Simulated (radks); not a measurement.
Results of a calculation; reference values are marked as such.
Question: K4+, configuration [Ne] 3s2 3p3. Code: a radial shooting solver on a logarithmic mesh with Libxc functionals. Model: non-relativistic Kohn-Sham, LDA (Slater exchange, Perdew-Wang correlation), spin-unpolarised, spherical densities, point nucleus. Some entries of the table are withheld. Estimate them.

orbital,occ.,eigenvalue (hartree),<1/r> (bohr^-1)
1s,2,-130.8442,18.50
2s,2,-15.16542,(1)
2p,6,(2),3.696
3s,2,-3.26891,(3)
3p,3,-2.62718,1.099

Answer: 
(1) 2s <1/r> (bohr^-1): 3.763
(2) 2p eigenvalue (hartree): -12.62380
(3) 3s <1/r> (bohr^-1): 1.191
